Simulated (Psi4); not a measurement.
CH₂Cl (SMILES [CH2]Cl), doublet, at a GFN2-xTB geometry; R2SCAN/6-31G** (Psi4).

The Psi4 input:
```
memory 2 GB

molecule mol {
0 2
  C     0.001280   -0.213169   -1.078047
  Cl   -0.000672    0.111933    0.566070
  H     0.942726   -0.308186   -1.577080
  H    -0.938979   -0.315655   -1.577838
}

set basis 6-31g**
set reference uks

energy('r2scan')
print_variables()
```

Problem. What does Psi4 print? Leave out banner, timings and long lists.

Solution. 
```
   => Loading Basis Set <=

    Name: 6-31G**
    Role: ORBITAL
    Keyword: BASIS

         ---------------------------------------------------------
                                   SCF
               by Justin Turney, Rob Parrish, Andy Simmonett
                          and Daniel G. A. Smith
                              UKS Reference
         ---------------------------------------------------------

  ==> Geometry <==

    Molecular point group: c1
    Full point group: C1

    Geometry (in Angstrom), charge = 0, multiplicity = 2:

       Center              X                  Y                   Z               Mass
    ------------   -----------------  -----------------  -----------------  -----------------
         C            0.001369063854    -0.228018962142    -1.153145222834    12.000000000000
         CL          -0.000582936146     0.097083037858     0.490971777166    34.968852682000
         H            0.942815063854    -0.323035962142    -1.652178222834     1.007825032230
         H           -0.938889936146    -0.330504962142    -1.652936222834     1.007825032230

  Running in c1 symmetry.

  Rotational constants: A =      9.44781  B =      0.54275  C =      0.51326 [cm^-1]
  Rotational constants: A = 283238.35493  B =  16271.22274  C =  15387.26874 [MHz]
  Nuclear repulsion =   45.986358928274541

  Charge       = 0
  Multiplicity = 2
  Electrons    = 25
  Nalpha       = 13
  Nbeta        = 12

  ==> Algorithm <==

  SCF Algorithm Type is DF.
  DIIS enabled.
  MOM disabled.
  Fractional occupation disabled.
  Guess Type is SAD.
  Energy threshold   = 1.00e-06
  Density threshold  = 1.00e-06
  Integral threshold = 1.00e-12

  ==> Primary Basis <==

  Basis Set: 6-31G**
    Blend: 6-31G**
    Number of shells: 20
    Number of basis functions: 44
    Number of Cartesian functions: 44
    Spherical Harmonics?: false
    Max angular momentum: 2

  ==> DFT Potential <==

   => LibXC <=

    Version 7.1.2
    S. Lehtola, C. Steigemann, M. J. T. Oliveira, and M. A. L. Marques,  SoftwareX 7, 1–5 (2018) (10.1016/j.softx.2017.11.002)

   => Composite Functional: R2SCAN <=

    r2SCAN Meta-GGA XC Functional  (0.1021/acs.jpclett.0c02405)
    J. W. Furness, A. D. Kaplan, J. Ning, J. P. Perdew, J. Sun  J. Phys. Chem. Lett.  11, 8208–8215, 2020

    Deriv               =              1
    GGA                 =           TRUE
    Meta                =           TRUE

    Exchange Hybrid     =          FALSE
    MP2 Hybrid          =          FALSE

   => Exchange Functionals <=

    1.0000   XC_MGGA_X_R2SCAN

   => Correlation Functionals <=

    1.0000   XC_MGGA_C_R2SCAN

   => LibXC Density Thresholds  <==

    XC_MGGA_C_R2SCAN:  1.00E-15
    XC_MGGA_X_R2SCAN:  1.00E-11

   => Molecular Quadrature <=

    Radial Scheme          =       TREUTLER
    Pruning Scheme         =           NONE
    Nuclear Scheme         =       TREUTLER

    Blocking Scheme        =         OCTREE
    BS radius alpha        =              1
    Pruning alpha          =              1
    Radial Points          =             75
    Spherical Points       =            302
    Total Points           =          85604
    Total Blocks           =            700
    Max Points             =            256
    Max Functions          =             44
    Weights Tolerance      =       1.00E-15

   => Loading Basis Set <=

    Name: (6-31G** AUX)
    Role: JKFIT
    Keyword: DF_BASIS_SCF

  ==> Integral Setup <==

  SCF_SUBTYPE=INCORE selected. In-core MEM_DF algorithm will be used.
  Using in-core AOs.

  ==> MemDFJK: Density-Fitted J/K Matrices <==

    J tasked:                   Yes
    K tasked:                    No
    wK tasked:                   No
    Algorithm:                 Core
    Schwarz Cutoff:           1E-12
    Mask sparsity (%):       0.1033
    Fitting Condition:        1E-10

   => Auxiliary Basis Set <=

  Basis Set: (6-31G** AUX)
    Blend: CC-PVDZ-JKFIT
    Number of shells: 78
    Number of basis functions: 261
[...]
    Using symmetric orthogonalization.

  ==> Pre-Iterations <==

  SCF Guess: Superposition of Atomic Densities via on-the-fly atomic UHF (no occupation information).

   -------------------------
    Irrep   Nso     Nmo
   -------------------------
     A         44      44
   -------------------------
    Total      44      44
   -------------------------

  ==> Iterations <==

                           Total Energy        Delta E     RMS |[F,P]|

   @DF-UKS iter SAD:  -499.16341345618309   -4.99163e+02   0.00000e+00
   @DF-UKS iter   1:  -499.24387693224412   -8.04635e-02   1.06567e-02 ADIIS/DIIS
   @DF-UKS iter   2:  -499.15331899475007    9.05579e-02   1.38322e-02 ADIIS/DIIS
   @DF-UKS iter   3:  -499.36918372074865   -2.15865e-01   1.20116e-03 ADIIS/DIIS
   @DF-UKS iter   4:  -499.37055994213415   -1.37622e-03   5.64971e-04 ADIIS/DIIS
   @DF-UKS iter   5:  -499.37094347088117   -3.83529e-04   1.24947e-04 ADIIS/DIIS
   @DF-UKS iter   6:  -499.37096547143204   -2.20006e-05   5.09291e-05 DIIS
   @DF-UKS iter   7:  -499.37096896163922   -3.49021e-06   9.93442e-06 DIIS
   @DF-UKS iter   8:  -499.37096916688461   -2.05245e-07   2.75502e-06 DIIS
   @DF-UKS iter   9:  -499.37096918188854   -1.50039e-08   3.84798e-07 DIIS
  Energy and wave function converged.

  ==> Post-Iterations <==

   Electrons on quadrature grid:
      Nalpha   =   12.9999987242 ; deviation = -1.276e-06
      Nbeta    =   11.9999998623 ; deviation = -1.377e-07
      Ntotal   =   24.9999985865 ; deviation = -1.414e-06

   @Spin Contamination Metric:   5.729303491E-03
   @S^2 Expected:                7.500000000E-01
   @S^2 Observed:                7.557293035E-01
   @S   Expected:                5.000000000E-01
   @S   Observed:                5.000000000E-01

    Orbital Energies [Eh]
    ---------------------

    Alpha Occupied:

[...]
      13A     -0.188546

    Alpha Virtual:

[...]
      44A      4.441594

    Beta Occupied:

[...]
    Beta Virtual:

[...]
    Final Occupation by Irrep:
              A
    DOCC [    12 ]
    SOCC [     1 ]
    NA   [    13 ]
    NB   [    12 ]

  @DF-UKS Final Energy:  -499.37096918188854

   => Energetics <=

    Nuclear Repulsion Energy =             45.9863589282745409
    One-Electron Energy =                -778.6581017812454775
    Two-Electron Energy =                 267.6442621310393406
    DFT Exchange-Correlation Energy =     -34.3434884599569230
    Empirical Dispersion Energy =           0.0000000000000000
    VV10 Nonlocal Energy =                  0.0000000000000000
    Total Energy =                       -499.3709691818885403

  UHF NO Occupations:
  HONO-2 :   11  A 1.9996109
  HONO-1 :   12  A 1.9979988
  HONO-0 :   13  A 1.0000000
  LUNO+0 :   14  A 0.0020012
  LUNO+1 :   15  A 0.0003891
  LUNO+2 :   16  A 0.0002630
  LUNO+3 :   17  A 0.0001795

Computation Completed

Properties will be evaluated at   0.000000,   0.000000,   0.000000 [a0]

Properties computed using the SCF density matrix

 Multipole Moments:

 ------------------------------------------------------------------------------------
     Multipole            Electronic (a.u.)      Nuclear  (a.u.)        Total (a.u.)
 ------------------------------------------------------------------------------------

 L = 1.  Multiply by 2.5417464519 to convert [e a0] to [Debye]
 Dipole X            :         -0.0036719            0.0042133            0.0005415
 Dipole Y            :          0.6113764           -0.7015477           -0.0901713
 Dipole Z            :          3.0918766           -3.5478957           -0.4560191
 Magnitude           :                                                    0.4648490

 ------------------------------------------------------------------------------------

  Variable Map:
  ----------------------------------------------------------------------------
[...]
  Array Variable Map:
  ----------------------------------------------------------------------------
[...]
[...]
```
